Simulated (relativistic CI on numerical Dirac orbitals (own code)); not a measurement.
# Cu3+ in a cubic cluster: L2,3 absorption with charge transfer

Computed with a charge-transfer multiplet model of a cubic metal-ligand cluster with up to 2 ligand holes, Slater and spin-orbit integrals from Dirac-Coulomb-Breit ions, Slater integrals scaled by 0.8. The ground state mixes d8 with configurations of k ligand holes L, whose averages lie at kΔ + k(k − 1)U_dd/2; a core hole lowers each added d electron by U_cd. 300 K, Lorentzian 0.4 eV and Gaussian 0.3 eV FWHM.

Atomic integrals in eV (Slater integrals scaled, ζ unscaled), ground: F2dd 11.066, F4dd 6.905, zeta_d 0.110; with the core hole: F2dd 11.066, F4dd 6.905, zeta_d 0.138, zeta_core 13.377, F2cd 7.060, G1cd 5.412, G3cd 3.079.

Cluster parameters (eV): Δ = 3.3, U_dd = 7.7, U_cd = 8.6, 10Dq(ligand) = 1.4, V(eg) = 1.55, V(t2g) = -0.66, final-state hopping factor = 1.

```tsv
Case	n_d	d8	d9L	d10L2	S
10Dq = 0.5 eV	8.17	0.83	0.17	0.00	1.00
10Dq = 1.1 eV	8.16	0.84	0.15	0.00	1.00
10Dq = 1.4 eV	8.15	0.85	0.15	0.00	1.00
10Dq = 1.7 eV	8.14	0.86	0.14	0.00	1.00
10Dq = 2.3 eV	8.13	0.87	0.13	0.00	1.00
```

Weights, n_d and S are thermal averages at 300 K. Photon energies count from the first peak over 30 % of the highest in each spectrum, which can be another peak from case to case. The parameters are a model scan and need not match a compound or its usual spin state. Peaks in eV (height, largest 100):
- 10Dq = 0.5 eV: 0.0 (100), 1.8 (22), 2.9 (5), 4.3 (5), 4.9 (5), 20.3 (21), 21.4 (25)
- 10Dq = 1.1 eV: 0.0 (100), 1.9 (20), 20.2 (24), 21.3 (24)
- 10Dq = 1.4 eV: 0.0 (100), 1.9 (18), 20.2 (25), 21.3 (24)
- 10Dq = 1.7 eV: 0.0 (100), 1.8 (18), 20.2 (25), 21.3 (23)
- 10Dq = 2.3 eV: 0.0 (100), 1.9 (18), 20.2 (25), 21.3 (24)

Curve for 10Dq = 1.7 eV (points under 2 left out, the grid thinned):

E (eV), Intensity and a bar:
```
     -1.7        2.1 
     -1.5        2.7 
     -1.2        4.3 #
     -1.0        6.3 #
     -0.8       10.2 ###
     -0.6       19.0 #####
     -0.3       60.3 ##################
     -0.1       96.7 ##############################
      0.1       89.6 ############################
      0.3       50.3 ###############
      0.6       16.5 #####
      0.8        9.7 ##
      1.0        7.0 ##
      1.3        6.8 ##
      1.5       10.2 ###
      1.7       16.8 #####
      1.9       17.3 #####
      2.2       10.0 ###
      2.4        6.8 ##
      2.6        4.2 #
      2.8        3.0 
      3.1        2.1 
      3.3        2.1 
      3.5        2.4 
      4.3        2.2 
      4.5        3.3 
      4.7        3.7 #
      4.9        4.0 #
      5.2        3.2 
      5.4        2.0 
     19.4        2.6 
     19.6        4.6 #
     19.9       14.5 ####
     20.1       24.2 #######
     20.3       21.4 ######
     20.6        9.3 ##
     20.8        8.7 ##
     21.0       14.6 ####
     21.2       23.2 #######
     21.5       14.1 ####
     21.7        6.5 #
     21.9        3.7 #
     22.1        2.9 
     22.4        2.9 
     22.6        2.0
```

For the case 10Dq = 1.4 eV, Δ = 3.3 eV is smaller than U_dd = 7.7 eV, the charge-transfer side of the Zaanen-Sawatzky-Allen scheme. With the core hole the configuration with one ligand hole lies at Δ + U_dd − U_cd = 2.4 eV above the one without, against Δ in the ground state. The added d electron screens the hole, so the order of the configurations is kept and charge-transfer satellites are weaker than in photoemission.
